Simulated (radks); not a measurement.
Results of a calculation; reference values are marked as such.
Problem. Hf IX, configuration [Kr] 4d10 4f13 5s2 5p3. Level of theory: Dirac Kohn-Sham, PBE, spin-unpolarised, spherical densities, point nucleus; open shells fill j = l - 1/2 first (a radial shooting solver on a logarithmic mesh with Libxc functionals). Some entries of the table are withheld. Estimate them.

orbital  occ.  eigenvalue (hartree)  r(max) (bohr)
1s1/2       2             -2400.833        0.01190
2s1/2       2             -414.2091        0.06824
2p1/2       2             -395.7795        0.05091
2p3/2       4             -351.9724        0.05754
3s1/2       2             -97.97254         0.1924
3p1/2       2             -89.80994            (1)
3p3/2       4             -80.42033            (2)
3d3/2       4                   (3)            (4)
3d5/2       6                   (5)            (6)
4s1/2       2             -23.43037         0.4376
4p1/2       2             -20.08459         0.4381
4p3/2       4             -17.92872         0.4670
4d3/2       4             -12.42902         0.4653
4d5/2       6             -12.03214         0.4745
5s1/2       2                   (7)         0.9877
5p1/2       2              -5.63948          1.049
5p3/2       1              -5.26276          1.117
4f5/2       6              -5.19668         0.4479
4f7/2       7              -5.12709         0.4527

Solution. 
(1) 3p1/2 r(max) (bohr): 0.1804
(2) 3p3/2 r(max) (bohr): 0.1940
(3) 3d3/2 eigenvalue (hartree): -66.62191
(4) 3d3/2 r(max) (bohr): 0.1524
(5) 3d5/2 eigenvalue (hartree): -64.57399
(6) 3d5/2 r(max) (bohr): 0.1562
(7) 5s1/2 eigenvalue (hartree): -6.68853
